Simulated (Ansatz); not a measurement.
Ideal-gas functions of C2H5GeSb, SMILES `C#[C][GeH2][SbH2]` at 600 K and 1 bar, from an Ansatz frequency run at PBE0-D4/def2-TZVP.

Molar mass 223.43 g/mol, point group C1 (symmetry number 1), electronic degeneracy 1, moments of inertia 108.293, 502.53, 598.699 u Å². Harmonic wavenumbers (cm⁻¹, unscaled): 66, 85, 217, 225, 287, 374, 514, 535, 555, 683, 711, 716, 722, 830, 862, 1959, 1970, 2148, 2156, 2158, 3466.

Use S(trans) = R[1.5 ln M + 2.5 ln T − 1.1517]; rotational temperatures θ = 24.2544 K / I; S(rot) = R[ln(√π/σ · √(T³/θAθBθC)) + 1.5]; for each mode x = 1.438777 ν̃/T, S = R[x/(eˣ − 1) − ln(1 − e⁻ˣ)] and H = RT x/(eˣ − 1); 1 cm⁻¹ = 0.0119627 kJ/mol; R = 8.31446 J/(mol·K).

Q: By hand: the entropy, in J/(mol·K).

A: Translation 190.9. Rotation: θ = 0.224, 0.0483, 0.0405 K, giving 129.2. Vibration, mode by mode: 23.65, 21.55, 13.84, 13.54, 11.58, 9.49, 7.08, 6.79, 6.53, 5.08, 4.82, 4.77, 4.72, 3.84, 3.62, 0.44, 0.43, 0.30, 0.29, 0.29, 0.02, in all 142.7. Electronic 0.0. Sum 462.8 J/(mol·K).

Q: By hand: H − E and G − E in kJ/mol, counted from the electronic energy.

A: Zero-point energy ½ × 21239 × 0.0119627 = 127.0; thermal vibration 42.1; translation, rotation and pV give 4 RT = 20.0. H − E = 189.1 kJ/mol, and G − E = 189.1 − 600 × 462.8/1000 = -88.6 kJ/mol.

Vibration gives 31 % of the entropy, 45.2 J/(mol·K) of it from the modes under 150 cm⁻¹: soft modes count most, and the harmonic formula is weakest for them. The sum counts one conformer and one mirror image; others add a mixing term.
